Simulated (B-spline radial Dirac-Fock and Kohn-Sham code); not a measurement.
## How the settings move the core levels of In⁶⁺

ΔSCF core binding energies without Breit or QED terms, calculated with a B-spline atomic structure program. Keys: rel is the Hamiltonian (dirac, or spin-free x2c and nr, where L3 and M5 stand for the whole 2p and 3d shells), method is hf or an exchange,correlation pair (spin-unpolarised, also for the hole states), nuc the nuclear model, radius_factor scales its radius, rmax is the box in bohr, h the logarithmic mesh step, order the B-spline order, points the quadrature points per cell, c_factor scales the speed of light, and damp, ndamp, maxit and tol steer the iteration. The run stops when the commutator error falls below 10·tol·max(1, Z/10), or the numerical noise floor, and the energy has settled to about 1e-8 Ha; the virial ratio is −V/T.

Base input:

```json
{"items": [{"Z": 49, "q": 6, "cfg": [[1, 0, 2], [2, 0, 2], [2, 1, 6], [3, 0, 2], [3, 1, 6], [3, 2, 10], [4, 0, 2], [4, 1, 6], [4, 2, 7]], "A": 115, "rrms": 4.6156, "do": "settings", "holes": ["K", "L3", "M5"],
  "settings": [{"rel": "dirac", "method": "hf", "nuc": "fermi", "radius_factor": 1.0, "rmax": 45.0, "h": 0.3, "order": 8, "points": 10, "c_factor": 1.0, "maxit": 60, "damp": 0.5, "ndamp": 3, "tol": 1e-08}]}]}
```

The ground state converged in 10 iterations, with total energy -5870.59363 Ha, virial ratio 1.95152 and highest orbital energy -112.42 eV. ΔSCF binding energies: K (1s) 28136.8 eV, L3 (2p3/2) 3845.5 eV, M5 (3d5/2) 549.6 eV.

Changes from the base run:

```
                       changed setting  Δ total energy (Ha)  Δ K (eV)  Δ L3 (eV)  Δ M5 (eV)  iterations
                           rmax = 25.0              0.00000      0.00       0.00       0.00          10
                            rel = "nr"           +140.29633   -948.59      +3.86      +9.80          10
                             order = 6             +0.00021      0.00       0.00       0.00          10
  rel = "nr"; nuc = "sphere"; h = 0.12           +140.29631   -948.59      +3.86      +9.80          10
                   radius_factor = 2.0             +0.37267     -4.30      +0.03      +0.01          10
order = 6; c_factor = 2.0; tol = 1e-06                    ?         ?          ?          ?           ?
                            damp = 0.2              0.00000      0.00       0.00       0.00           9
```

Q: What does the change order = 6; c_factor = 2.0; tol = 1e-06 do?

A: The total energy moves by +106.91037 Ha and the binding energies by K -723.65 eV, L3 +3.15 eV, M5 +7.37 eV; the run takes 8 iterations.
